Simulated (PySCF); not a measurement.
Basis-set dependence of population analyses: trimethylsilane

Compound: trimethylsilane, C₃H₁₀Si.
Bonds: C1–Si2, Si2–C3, Si2–C4. Hydrogens: H5, H6, H7 on C1; H8 on Si2; H9, H10, H11 on C3; H12, H13, H14 on C4.

PBE0 throughout (PySCF), one geometry, spherical d and f functions. Geometry: PBE0-D3(BJ)/def2-SVP; no solvent, vibrations or thermal averaging. Atoms taken as equivalent share a column and are averaged.

Mulliken charges (e):

| basis | functions | C1/C3/C4 | Si2 | H5 (×9) | H8 |
| --- | --- | --- | --- | --- | --- |
| STO-3G | 34 | -0.401 | +0.708 | +0.070 | -0.135 |
| 6-31G | 60 | -0.811 | +0.889 | +0.186 | -0.131 |
| pcSseg-0 | 60 | -1.174 | +1.304 | +0.253 | -0.053 |
| 6-31G* | 80 | -0.761 | +0.668 | +0.190 | -0.095 |
| def2-SVP | 110 | -0.343 | +0.483 | +0.071 | -0.093 |
| cc-pVDZ | 110 | -0.265 | +0.330 | +0.060 | -0.074 |
| pcSseg-1 | 125 | -0.630 | +0.740 | +0.138 | -0.093 |
| 6-311+G(2d,p) | 176 | -0.699 | +0.806 | +0.154 | -0.096 |
| aug-cc-pVDZ | 186 | +0.509 | +0.963 | -0.298 | +0.192 |
| def2-TZVP | 190 | -0.496 | +0.323 | +0.134 | -0.045 |
| IGLO-III | 249 | -0.632 | +0.834 | +0.140 | -0.197 |
| cc-pVTZ | 264 | -0.392 | +0.327 | +0.101 | -0.062 |

IAO charges (e):

```json
{"basis": "STO-3G", "functions": "34", "C1/C3/C4": "-0.643", "Si2": "+0.888", "H5 (×9)": "+0.129", "H8": "-0.123"}
{"basis": "6-31G", "functions": "60", "C1/C3/C4": "-0.709", "Si2": "+0.828", "H5 (×9)": "+0.157", "H8": "-0.113"}
{"basis": "pcSseg-0", "functions": "60", "C1/C3/C4": "-0.714", "Si2": "+0.846", "H5 (×9)": "+0.157", "H8": "-0.113"}
{"basis": "6-31G*", "functions": "80", "C1/C3/C4": "-0.710", "Si2": "+0.928", "H5 (×9)": "+0.150", "H8": "-0.143"}
{"basis": "def2-SVP", "functions": "110", "C1/C3/C4": "-0.703", "Si2": "+0.942", "H5 (×9)": "+0.146", "H8": "-0.149"}
{"basis": "cc-pVDZ", "functions": "110", "C1/C3/C4": "-0.709", "Si2": "+0.930", "H5 (×9)": "+0.149", "H8": "-0.143"}
{"basis": "pcSseg-1", "functions": "125", "C1/C3/C4": "-0.717", "Si2": "+0.952", "H5 (×9)": "+0.149", "H8": "-0.147"}
{"basis": "6-311+G(2d,p)", "functions": "176", "C1/C3/C4": "-0.733", "Si2": "+0.964", "H5 (×9)": "+0.154", "H8": "-0.150"}
{"basis": "aug-cc-pVDZ", "functions": "186", "C1/C3/C4": "-0.723", "Si2": "+0.935", "H5 (×9)": "+0.153", "H8": "-0.143"}
{"basis": "def2-TZVP", "functions": "190", "C1/C3/C4": "-0.737", "Si2": "+0.974", "H5 (×9)": "+0.154", "H8": "-0.153"}
{"basis": "IGLO-III", "functions": "249", "C1/C3/C4": "-0.737", "Si2": "+0.974", "H5 (×9)": "+0.155", "H8": "-0.153"}
{"basis": "cc-pVTZ", "functions": "264", "C1/C3/C4": "-0.734", "Si2": "+0.961", "H5 (×9)": "+0.155", "H8": "-0.149"}
```

Hirshfeld charges (e):

| basis | functions | C1/C3/C4 | Si2 | H5 (×9) | H8 |
| --- | --- | --- | --- | --- | --- |
| STO-3G | 34 | -0.131 | +0.400 | +0.010 | -0.096 |
| 6-31G | 60 | -0.200 | +0.341 | +0.039 | -0.096 |
| pcSseg-0 | 60 | -0.202 | +0.381 | +0.035 | -0.093 |
| 6-31G* | 80 | -0.199 | +0.326 | +0.041 | -0.097 |
| def2-SVP | 110 | -0.211 | +0.371 | +0.040 | -0.100 |
| cc-pVDZ | 110 | -0.208 | +0.364 | +0.040 | -0.099 |
| pcSseg-1 | 125 | -0.215 | +0.378 | +0.040 | -0.096 |
| 6-311+G(2d,p) | 176 | -0.214 | +0.369 | +0.041 | -0.094 |
| aug-cc-pVDZ | 186 | -0.223 | +0.376 | +0.043 | -0.093 |
| def2-TZVP | 190 | -0.217 | +0.365 | +0.042 | -0.094 |
| IGLO-III | 249 | -0.219 | +0.367 | +0.042 | -0.091 |
| cc-pVTZ | 264 | -0.217 | +0.366 | +0.042 | -0.095 |

ESP-fitted charges (e):

| basis | functions | C1/C3/C4 | Si2 | H5 (×9) | H8 |
| --- | --- | --- | --- | --- | --- |
| STO-3G | 34 | -0.621 | +0.822 | +0.134 | -0.166 |
| 6-31G | 60 | -0.738 | +0.895 | +0.170 | -0.216 |
| pcSseg-0 | 60 | -0.918 | +1.173 | +0.204 | -0.255 |
| 6-31G* | 80 | -0.734 | +0.888 | +0.170 | -0.214 |
| def2-SVP | 110 | -0.670 | +0.875 | +0.151 | -0.219 |
| cc-pVDZ | 110 | -0.653 | +0.834 | +0.148 | -0.209 |
| pcSseg-1 | 125 | -0.759 | +1.021 | +0.167 | -0.245 |
| 6-311+G(2d,p) | 176 | -0.777 | +0.994 | +0.175 | -0.235 |
| aug-cc-pVDZ | 186 | -0.761 | +0.985 | +0.170 | -0.234 |
| def2-TZVP | 190 | -0.772 | +1.000 | +0.173 | -0.238 |
| IGLO-III | 249 | -0.755 | +0.983 | +0.168 | -0.236 |
| cc-pVTZ | 264 | -0.743 | +0.960 | +0.167 | -0.231 |

Some averages cover members that differ in this geometry, most widely: H5 (×9), Mulliken in aug-cc-pVDZ -0.340 to -0.217 e.

Question: Which scheme is steadiest as the basis changes?

Answer: Largest range over the bases for any column: Hirshfeld 0.09 e, IAO 0.15 e, ESP-fitted 0.35 e, Mulliken 1.68 e. Hirshfeld charges move least and Mulliken charges most, counted in e. Without the minimal STO-3G basis the ranges are Hirshfeld 0.05, IAO 0.15, ESP-fitted 0.34, Mulliken 1.68 e.

Question: How much do the charges still move between the two largest bases, IGLO-III and cc-pVTZ?

Answer: At most, over all atoms: Mulliken 0.506 e, IAO 0.012 e, Hirshfeld 0.004 e, ESP-fitted 0.023 e.

Question: What do the same runs give for the total energy, the frontier levels and the dipole moment?

Answer: 
```json
{"basis": "STO-3G", "energy (Eh)": "-404.8556", "HOMO (eV)": "-6.94", "LUMO (eV)": "8.73", "μ (D)": "0.16"}
{"basis": "6-31G", "energy (Eh)": "-409.5062", "HOMO (eV)": "-8.45", "LUMO (eV)": "2.48", "μ (D)": "0.62"}
{"basis": "pcSseg-0", "energy (Eh)": "-408.9745", "HOMO (eV)": "-8.84", "LUMO (eV)": "1.90", "μ (D)": "0.46"}
{"basis": "6-31G*", "energy (Eh)": "-409.5589", "HOMO (eV)": "-8.36", "LUMO (eV)": "2.40", "μ (D)": "0.64"}
{"basis": "def2-SVP", "energy (Eh)": "-409.4058", "HOMO (eV)": "-8.52", "LUMO (eV)": "1.66", "μ (D)": "0.60"}
{"basis": "cc-pVDZ", "energy (Eh)": "-409.5798", "HOMO (eV)": "-8.43", "LUMO (eV)": "1.75", "μ (D)": "0.62"}
{"basis": "pcSseg-1", "energy (Eh)": "-409.5569", "HOMO (eV)": "-8.60", "LUMO (eV)": "1.32", "μ (D)": "0.56"}
{"basis": "6-311+G(2d,p)", "energy (Eh)": "-409.6283", "HOMO (eV)": "-8.56", "LUMO (eV)": "0.09", "μ (D)": "0.58"}
{"basis": "aug-cc-pVDZ", "energy (Eh)": "-409.5892", "HOMO (eV)": "-8.52", "LUMO (eV)": "-0.11", "μ (D)": "0.57"}
{"basis": "def2-TZVP", "energy (Eh)": "-409.6380", "HOMO (eV)": "-8.53", "LUMO (eV)": "1.07", "μ (D)": "0.58"}
{"basis": "IGLO-III", "energy (Eh)": "-409.6448", "HOMO (eV)": "-8.54", "LUMO (eV)": "0.65", "μ (D)": "0.57"}
{"basis": "cc-pVTZ", "energy (Eh)": "-409.6391", "HOMO (eV)": "-8.52", "LUMO (eV)": "1.07", "μ (D)": "0.59"}
```

The dipole is fixed by the density alone, so its range of 0.48 D shows that the density itself changes with the basis, not only its division among atoms.
